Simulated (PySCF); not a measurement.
## Spinor energies of Pb⁶²⁺ (lead, charge +62)

Start: [Ar] 3d2; 3d3/2 filled at m_j = +1/2, +3/2. Calculated with PySCF 2.14 in an uncontracted even-tempered set (15 s from 20 bohr⁻², ratio 2.8; 12 p from 26 bohr⁻², ratio 2.8; 8 d from 26 bohr⁻², ratio 2.8; 3 f from 81 bohr⁻², ratio 3): generalised Hartree-Fock with the X2C-1e Hamiltonian and a Gaussian nucleus; one run each with spin-orbit coupling (SO) switched off, then screened by Boettger's factors.

```tsv
spinor shell	electrons	ε, spin-free (eV)	ε, screened SO (eV)	weight of nominal j (screened SO)	rms radius, screened SO (bohr)
1s1/2	2	-93196.0	-93153.8	1.000	0.0181
2s1/2	2	-20539.2	-20523.9	1.000	0.0724
2p1/2	2	-18299.1	-19909.7	1.000	0.0612
2p3/2	4	-18299.1	-17672.1	1.000	0.0692
3s1/2	2	-7900.4	-7895.5	1.000	0.178
3p1/2	2	-7232.7	-7653.8	1.000	0.169
3p3/2	4	-7232.7	-7064.7	1.000	0.184
3d3/2	2	-6705.0	-6773.2	0.999	0.156
```

```csv
quantity,spin-free,screened SO
E (hartree),-16804.04930,-16845.92654
M_J,2,2
⟨J²⟩,8.000,6.005
⟨L²⟩,12.000,10.097
⟨S²⟩,2.000,1.560
```

Each row is a mean over spinors that exchange with the open shell spreads, by up to 38.759 eV (3p1/2).

Breit and QED terms are absent; they matter most for the inner s and p1/2 levels.

Densities and radii are taken from the X2C orbitals without a picture-change correction, which distorts them close to the nucleus.

Without spin-orbit coupling the j labels of p, d and f shells carry no meaning; the spin-free column gives the mean over the occupied spinors of each nl shell, and its ⟨J²⟩ belongs to a mixture of degenerate components.
